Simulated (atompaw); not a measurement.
# An all-electron radial function and its pseudo partner (N (Z = 7))

Columns: radius, all-electron u(r) and pseudo u(r) of the 2p shell (level -10.30 eV) of nitrogen in the configuration [He] 2s2 2p2.75; LDA (PW92), non-relativistic, PAW (atompaw) scheme, atompaw 4.2.0.5.

```csv
r (bohr),all-electron,pseudo
0.044,0.0175,0.0058
0.088,0.0606,0.0232
0.133,0.1200,0.0521
0.177,0.1857,0.0904
0.221,0.2542,0.1371
0.265,0.3221,0.1908
0.310,0.3887,0.2510
0.354,0.4497,0.3132
0.398,0.5058,0.3766
0.442,0.5565,0.4395
0.487,0.6028,0.5014
0.531,0.6426,0.5581
0.575,0.6771,0.6098
0.619,0.7064,0.6555
0.663,0.7311,0.6947
0.708,0.7516,0.7278
0.752,0.7675,0.7533
0.796,0.7796,0.7724
0.840,0.7882,0.7856
0.885,0.7938,0.7938
0.929,0.7964,0.7975
0.973,0.7965,0.7977
1.017,0.7943,0.7951
1.062,0.7901,0.7904
1.106,0.7842,0.7842
1.150,0.7767,0.7767
```

How many radial nodes do the two functions have?

The all-electron 2p function has n − l − 1 = 0; the pseudo-wave has 0.

Is the pseudo-wave norm-conserving?

No, it belongs to a PAW set: the norm inside the radius is not constrained, and the difference is carried by the augmentation charge.
